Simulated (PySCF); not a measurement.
## Shapes and spin states of PtF₄

Computed with PBE0/[Pt def2-SVP with ECP60, F def2-SVP], scalar-relativistic core potentials, density fitting, no spin–orbit coupling, PySCF.

Relaxations began from a few typed shapes and spin states; open shells are unrestricted. The search is not exhaustive: other isomers or separated fragments can lie lower, and high-lying points may rest on an excited occupation.

(1) Which is the lowest minimum found?
A. broken-symmetry Ms = 0 (⟨S²⟩ 0.97) D2h: Pt–F 1.846 Å (×4); F–Pt–F 88.5° (×2), F–Pt–F 91.5° (×2), F–Pt–F 180.0° (×2)
B. triplet D4h: Pt–F 1.857 Å (×4); F–Pt–F 90.0° (×4), F–Pt–F 180.0° (×2)
C. singlet (closed shell, unstable to spin polarisation) D2d: Pt–F 1.870 Å (×4); F–Pt–F 77.5° (×2), F–Pt–F 127.4° (×4)
D. singlet (closed shell, unstable to spin polarisation) D4h: Pt–F 1.841 Å (×4); F–Pt–F 90.0° (×4), F–Pt–F 180.0° (×2)
E. quintet D2d: Pt–F 1.932 Å (×4); F–Pt–F 100.7° (×4), F–Pt–F 128.9° (×2)
F. singlet (closed shell, unstable to spin polarisation) C2v: Pt–F 1.826 Å (×2), Pt–F 1.910 Å (×2); F–Pt–F 91.7° (×4), F–Pt–F 124.3°, F–Pt–F 172.7°
G. triplet D2h: Pt–F 1.847 Å (×4); F–Pt–F 87.6° (×2), F–Pt–F 92.4° (×2), F–Pt–F 180.0° (×2)
H. singlet (closed shell, unstable to spin polarisation) D4h: Pt–F 1.841 Å (×4); F–Pt–F 90.0° (×4), F–Pt–F 180.0° (×2)

Results:

(1) G. The others lie at 13.2 (triplet D4h), 24.4 (broken-symmetry Ms = 0 D2h), 73.3 (singlet D4h), 73.5 (singlet D4h), 122.4 (singlet C2v, a saddle point), 126.2 (singlet D2d, a saddle point), 224.1 (quintet D2d) kJ/mol above it.

Formally Pt is in oxidation state +4, d6, with 2 unpaired electrons (the high-spin count would be 4). The Mulliken spin on Pt is 1.23. The polar-tensor charge on Pt, 1.97, is far below the formal one.

For the lowest minimum: open d and f shells are described by one determinant, and the ground state may have another occupation or spin. Spin–orbit coupling, left out here, can matter for elements this heavy.

The electron or spin density has lower symmetry than the nuclear frame for the broken-symmetry Ms = 0 (⟨S²⟩ 0.97) D2h at 24.4 kJ/mol.
